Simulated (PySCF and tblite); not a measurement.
The numbers below are computed, except where a source is named.
System: C₅H₈Si, numbered as in [SiH3:1][CH:2]1[CH:3]=[CH:4][CH:5]=[CH:6]1.

Geometries: PBE0-D3(BJ)/def2-SVP; energies: PBE0/pcSseg-1 + D3(BJ), IEF-PCM water; zero-point and thermal terms from GFN2-xTB harmonic modes (soft modes blended into free rotors). Rates follow Eyring's equation with the number of equivalent paths and no tunnelling. (PySCF 2.14 with density fitting, tblite 0.8.)

Tunnelling of the moving H, left out here, will speed the real process.

Problem. What barrier does the shift of H on C2 from C2 to C6 meet, and how fast is it at 298 K?

Solution. The electronic barrier is 26.5 kcal/mol and ΔG‡(298 K) 23.9 kcal/mol, over a C1 saddle with an imaginary mode of 1090i cm⁻¹ (GFN2-xTB). With 2 equivalent paths, k is 3.9×10⁻⁵ s⁻¹, a mean lifetime of the start of 7.2 h against this motion. The end lies 1.4 kcal/mol above the start in free energy.
